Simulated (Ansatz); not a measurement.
Reaction (ligand exchange at the Si–O bond): `[SiH3]OB(S)S` + `CN[SiH](O)O` → `CN([SiH3])[SiH](O)O` + `OB(S)S`

Computed with Ansatz on PBE0-D4/def2-TZVP structures; ΔE is electronic, products minus reactants. CBS: MP2 limit from def2 TZ/QZ plus the TZ coupled-cluster correction, frozen cores. This one scheme is used for every species. Functionals use def2-TZVPP. One conformer a species, not always the lowest.

`[SiH3]OB(S)S`:

Cartesian coordinates in Å:
```
Si -0.975 -1.300 -0.834
O -0.448 0.194 -0.363
B 0.506 0.717 0.438
S 1.628 -0.377 1.369
S 0.686 2.514 0.600
H -0.253 -2.363 -0.091
H -0.729 -1.435 -2.289
H -2.427 -1.373 -0.552
H 2.330 0.602 1.960
H -0.319 2.820 -0.237
```

`CN[SiH](O)O`:

```xyz
12

C     1.448   -0.623    0.666
N     0.831    0.045   -0.460
Si   -0.788    0.547   -0.538
O    -1.851   -0.708   -0.425
O    -1.204    1.501    0.729
H     2.000    0.064    1.318
H     0.678   -1.100    1.275
H     2.134   -1.409    0.336
H     1.482    0.469   -1.101
H    -0.914    1.263   -1.831
H    -1.725   -1.430   -1.041
H    -2.091    1.381    1.072
```

`CN([SiH3])[SiH](O)O`:

Z-matrix (Å, degrees):
```
C
N 1 1.465
H 1 1.094 2 110.5
H 1 1.095 2 112.3 3 -120.0
H 1 1.094 2 110.9 3 118.8
Si 2 1.725 1 116.4 3 -162.8
Si 2 1.721 1 115.4 3 24.6
H 6 1.491 2 113.5 1 -75.3
H 6 1.487 2 109.6 1 163.7
H 6 1.488 2 108.6 1 44.2
O 7 1.634 2 114.3 1 62.7
O 7 1.638 2 109.3 1 -177.0
H 7 1.478 2 108.2 1 -52.2
H 11 0.959 7 117.7 2 72.4
H 12 0.958 7 118.5 2 41.9
```

`OB(S)S`:

```xyz
7

O     1.021    0.100    1.023
B     0.105   -0.014    0.028
S     0.599   -0.629   -1.613
S    -1.615    0.452    0.345
H     1.912   -0.166    0.781
H    -0.610   -0.550   -2.189
H    -1.413    0.807    1.625
```

| level | ΔE (kJ/mol) | difference from CCSD(T)/CBS |
| --- | --- | --- |
| PBE-D4 | 32.9 | -7.3 |
| r2SCAN-D4 | 38.3 | -1.9 |
| PBE0-D4 | 35.7 | -4.5 |
| ωB97X-V | 39.5 | -0.7 |
| ωB97M-V | 37.7 | -2.5 |
| B2PLYP | 44.5 | 4.3 |
| PBE | 35.9 | -4.3 |
| PBE0 | 38.1 | -2.1 |
| MP2/def2-TZVPP | 37.5 | -2.7 |
| SCS-MP2/def2-TZVPP | 41.7 | 1.5 |
| CCSD/def2-TZVPP | 41.2 | 1.0 |
| CCSD(T)/def2-TZVPP | 38.0 | -2.2 |
| HF/def2-QZVPP | 59.2 | 19.0 |
| MP2/def2-QZVPP | 39.1 | -1.1 |
| SCS-MP2/def2-QZVPP | 43.2 | 3.0 |
| HF/CBS(def2) | 59.3 | 19.1 |
| CCSD(T)/CBS | 40.2 | 0 |

Largest T1 diagnostic among the species: 0.013.

In def2-TZVPP, CCSD(T) changes the Hartree–Fock value by −20.1 kJ/mol (the triples alone add −3.2 kJ/mol) and MP2 by −20.7 kJ/mol. The D4 term adds −4.7 kJ/mol with B3LYP and −2.5 kJ/mol with PBE0; it sums over pairs of atoms, weighted by their polarisabilities, and B3LYP, whose exchange is more repulsive, gets the larger term.

B3LYP here is the variant with VWN-RPA as its local correlation; programs differ in this.
